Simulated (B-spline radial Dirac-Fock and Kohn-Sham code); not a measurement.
## Binding energies of Te⁶⁺ at several levels of theory

System: the Te⁶⁺ ion in the configuration [Kr] 4d10.

The density-functional columns are spherical, spin-unpolarised Dirac-Kohn-Sham results without Breit or QED terms: −ε is minus the orbital energy of the initial state and ΔSCF the difference of two total energies. The reference in the last column comes from multi-electron Dirac-Fock with separately optimised hole states, Breit and Lamb-shift corrections added in first order. All numbers are from a radial finite-basis atomic code, in eV; a selection of levels is shown. For the 1s level of heavy atoms much of the gap between ΔSCF and the reference is the Breit and QED part, -109.1 eV here; for other levels the error of the functional can be larger.

```csv
level,PBE −ε,PBE ΔSCF,LDA −ε,LDA ΔSCF,Dirac-Fock
K (1s),31680.0,32037.3,31644.4,32000.6,31901.2
L1 (2s),4919.5,4985.5,4915.2,4981.4,5033.2
L2 (2p1/2),4614.1,4695.8,4612.6,4694.4,4700.8
L3 (2p3/2),4339.6,4416.2,4338.5,4415.2,4429.9
M1 (3s),1038.3,1062.8,1037.1,1061.6,1096.5
M2 (3p1/2),912.7,937.9,912.4,937.6,959.8
M3 (3p3/2),861.5,885.9,861.3,885.7,908.2
M4 (3d3/2),639.9,666.8,640.3,667.2,669.6
M5 (3d5/2),629.2,655.8,629.6,656.2,659.2
N1 (4s),237.3,249.8,237.1,249.6,262.6
N2 (4p1/2),194.0,206.2,194.0,206.2,214.0
N3 (4p3/2),184.2,196.1,184.1,196.0,204.2
N4 (4d3/2),114.6,125.6,114.8,125.8,124.2
N5 (4d5/2),113.1,124.0,113.3,124.1,122.7
```

Problem. Order the estimates of the K (1s) level by their distance from the Dirac-Fock value, nearest first.
A. LDA ΔSCF
B. LDA −ε
C. PBE ΔSCF
D. PBE −ε

Solution. A (99.4 eV), C (136.1 eV), D (221.2 eV), B (256.8 eV).

For the outermost level NIST gives 124.2 ± 0.06 eV (measured); the differences from it are PBE −ε -11.12, PBE ΔSCF -0.24, LDA −ε -10.93, LDA ΔSCF -0.07, Dirac-Fock -1.46 eV.

Values without a named source are computed, but for edge energies of neutral atoms, which are taken from tables.
